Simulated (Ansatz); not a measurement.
input.yaml

```yaml
crystal:
  periodic: [false, false, false]
  atoms:
    - { symbol: O, position_ang: [-0.263785, 2.09228, -0.539847] }
    - { symbol: Si, position_ang: [-0.410623, 0.721211, 0.412048] }
    - { symbol: Si, position_ang: [0.65632, -1.258723, 0.096944] }
    - { symbol: S, position_ang: [-1.488957, -0.994927, -0.357955] }
    - { symbol: H, position_ang: [-0.003196, 1.931838, -1.464892] }
    - { symbol: H, position_ang: [-0.848776, 1.241446, 1.740265] }
    - { symbol: H, position_ang: [1.504591, -1.524168, -1.116214] }
    - { symbol: H, position_ang: [0.946626, -2.266057, 1.173852] }
basis:
  gaussian: { orbitals: def2-SVP }
hamiltonian:
  xc: pbe
neb:
  order_check: false
  images: 7
  f_tol: 0.05
  max_iterations: 60
  final_atoms:
    - { symbol: O, position_ang: [-0.04371913, 1.7827293, -0.06903953] }
    - { symbol: Si, position_ang: [-0.62135813, 0.21786659, 1.35713933] }
    - { symbol: Si, position_ang: [0.68045481, -1.3245108, 0.14917363] }
    - { symbol: S, position_ang: [-1.39481302, -0.94068085, -0.41803659] }
    - { symbol: H, position_ang: [-0.48658221, 1.32704764, -0.8309206] }
    - { symbol: H, position_ang: [-0.5932293, 2.57402695, 0.11131338] }
    - { symbol: H, position_ang: [1.65038439, -0.94685728, -0.93954982] }
    - { symbol: H, position_ang: [0.90106259, -2.74672155, 0.5841212] }
  initial_path:
    images:
      - { positions_ang: [[-0.263785, 2.09228, -0.539847], [-0.410623, 0.721211, 0.412048], [0.65632, -1.258723, 0.096944], [-1.488957, -0.994927, -0.357955], [-0.003196, 1.931838, -1.464892], [-0.848776, 1.241446, 1.740265], [1.504591, -1.524168, -1.116214], [0.946626, -2.266057, 1.173852]] }
      - { positions_ang: [[-0.23972452, 2.03095154, -0.46909875], [-0.40082044, 0.67956808, 0.48273538], [0.65685202, -1.27790769, 0.10960763], [-1.41483328, -0.96541977, -0.4168729], [-0.1760683, 1.90479692, -1.38096349], [-0.75453379, 1.37841271, 1.54890137], [1.54935246, -1.48341633, -1.07657521], [0.87197585, -2.32408548, 1.14646697]] }
      - { positions_ang: [[-0.21566404, 1.96962309, -0.3983505], [-0.39101788, 0.63792517, 0.55342276], [0.65738403, -1.29709238, 0.12227127], [-1.34070956, -0.93591253, -0.4757908], [-0.3489406, 1.87775584, -1.29703498], [-0.66029159, 1.51537943, 1.35753774], [1.59411393, -1.44266466, -1.03693642], [0.79732571, -2.38211396, 1.11908194]] }
      - { positions_ang: [[-0.19160356, 1.90829463, -0.32760225], [-0.38121532, 0.59628225, 0.62411014], [0.65791605, -1.31627706, 0.1349349], [-1.26658585, -0.9064053, -0.5347087], [-0.52181289, 1.85071476, -1.21310646], [-0.56604938, 1.65234614, 1.16617411], [1.63887539, -1.40191299, -0.99729763], [0.72267556, -2.44014245, 1.09169691]] }
      - { positions_ang: [[-0.16754307, 1.84696618, -0.25685401], [-0.37141276, 0.55463934, 0.69479751], [0.65844807, -1.33546175, 0.14759853], [-1.19246213, -0.87689807, -0.5936266], [-0.69468519, 1.82367369, -1.12917795], [-0.47180718, 1.78931286, 0.97481047], [1.68363685, -1.36116132, -0.95765884], [0.64802541, -2.49817093, 1.06431188]] }
      - { positions_ang: [[-0.13658709, 1.83090696, -0.20990039], [-0.4338991, 0.47044615, 0.86038297], [0.66394975, -1.33272402, 0.14799231], [-1.24304985, -0.89284376, -0.5497291], [-0.64265945, 1.69951717, -1.05461361], [-0.50216271, 1.98549138, 0.7589362], [1.67532374, -1.25758531, -0.95313158], [0.71128471, -2.56030858, 0.94426421]] }
      - { positions_ang: [[-0.1056311, 1.81484774, -0.16294677], [-0.49638545, 0.38625296, 1.02596842], [0.66945144, -1.32998628, 0.14838608], [-1.29363757, -0.90878946, -0.50583159], [-0.5906337, 1.57536066, -0.98004928], [-0.53251824, 2.1816699, 0.54306193], [1.66701062, -1.1540093, -0.94860433], [0.774544, -2.62244624, 0.82421654]] }
      - { positions_ang: [[-0.07467511, 1.79878852, -0.11599315], [-0.55887179, 0.30205978, 1.19155388], [0.67495313, -1.32724854, 0.14877985], [-1.34422529, -0.92473515, -0.46193409], [-0.53860796, 1.45120415, -0.90548494], [-0.56287377, 2.37784843, 0.32718765], [1.65869751, -1.05043329, -0.94407707], [0.8378033, -2.68458389, 0.70416887]] }
      - { positions_ang: [[-0.04371913, 1.7827293, -0.06903953], [-0.62135813, 0.21786659, 1.35713933], [0.68045481, -1.3245108, 0.14917363], [-1.39481302, -0.94068085, -0.41803659], [-0.48658221, 1.32704764, -0.8309206], [-0.5932293, 2.57402695, 0.11131338], [1.65038439, -0.94685728, -0.93954982], [0.90106259, -2.74672155, 0.5841212]] }
```

Command:

```bash
$ ansatz run input.yaml --threads 2 --pin off --max-ram 3072MiB --backend cpu --events-out ev --progress --plain --runs-dir out
```

Hardware: 2 threads of Intel(R) Xeon(R) Platinum 8488C (Sapphire Rapids) (shared host).

Task: Roughly how long does this run take, and how much memory?

Result: 110 s, with a peak of 0.14 GiB, for 10 band iterations.
